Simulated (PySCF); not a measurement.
Vertical excitations of a molecule C₂H₉FSi₃ from PySCF with TDA-CAM-B3LYP/def2-SVPD, as energy in eV (oscillator strength): 6.17 (0.082), 6.35 (0.121), 6.52 (0.010), 6.71 (0.197), 6.91 (0.119), 7.03 (0.023). Lowest triplet (TDA): 5.23 eV. The structure is a stationary point at B3LYP-D3(BJ)/def2-SVP. Other conformers were not sampled.

Question: Which molecule gave these data?
(A) F[C@H]1C[SiH2][Si@@H]1[SiH3]
(B) FC([SiH3])=C([SiH3])[SiH3]
(C) F[SiH2][Si@H]1CC[SiH2]1
(D) F[SiH2]C1[SiH2]C[SiH2]1

Answer: A, F[C@H]1C[SiH2][Si@@H]1[SiH3]
